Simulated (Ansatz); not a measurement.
A single point on `C[N](C)[Sc]([OH])[OH]`.

```yaml
crystal:
  periodic: [false, false, false]
  atoms:
    - {symbol: C, position_ang: [-0.559241, -1.448867, 0.800501]}
    - {symbol: N, position_ang: [0.185931, -0.337808, 0.263360]}
    - {symbol: C, position_ang: [1.576151, -0.399419, 0.639845]}
    - {symbol: Sc, position_ang: [-0.604291, 1.098512, -0.855951]}
    - {symbol: O, position_ang: [0.588593, 2.434490, -1.429458]}
    - {symbol: O, position_ang: [-2.446179, 0.942231, -1.201897]}
    - {symbol: H, position_ang: [-1.611350, -1.389499, 0.507478]}
    - {symbol: H, position_ang: [-0.167976, -2.415706, 0.445587]}
    - {symbol: H, position_ang: [-0.520336, -1.475614, 1.901230]}
    - {symbol: H, position_ang: [2.129068, 0.448716, 0.226000]}
    - {symbol: H, position_ang: [2.059090, -1.321225, 0.278079]}
    - {symbol: H, position_ang: [1.706567, -0.381125, 1.733688]}
    - {symbol: H, position_ang: [1.010626, 3.194214, -1.817764]}
    - {symbol: H, position_ang: [-3.346632, 1.051089, -1.490688]}
basis:
  gaussian: {orbitals: def2-TZVPP}
hamiltonian: {xc: pbe}
correlation: {method: rpa}
```

```sh
$ ansatz run in.yaml --threads 4 --pin off --events-out ev --progress --plain --max-ram 11315MiB
```

Shortened log:

```
Functional definition: PBE
2027 factors; integrals over basis functions are off by at most 1.1e-3 eV
mean field evaluation 1: about -28450.6090 eV, gradient 1.3e2 eV
mean field evaluation 2: about -28450.5986 eV, gradient 1.3e2 eV
mean field evaluation 4: about -28459.6457 eV, gradient 1.0e2 eV
mean field evaluation 8: about -28480.9766 eV, gradient 2.1e0 eV
mean field evaluation 16: about -28480.9856 eV, gradient 2.8e-3 eV
mean field -28480.98562437 eV, -1046.6569165900 hartree, gradient 4.1e-6 eV, S^2 0.000000; 2 other end points of the search recorded, 0 dependent functions left out
10 core orbitals not correlated: weight in the atoms' cores, before any rotation towards them, 1.000 or more for the frozen orbitals, at most 0.000 for the correlated occupied ones
reference -28422.53591376 eV, -1044.5089293440 hartree; 22, 22 occupied and 299, 299 virtual orbitals, 2027 factors
Total energy: -28481.10395242 eV, -1046.6612650656 hartree
```

Hardware: 4 threads of an Arm Neoverse V1 on a shared host. Wall time 19 s, peak host memory 1.2 GiB.
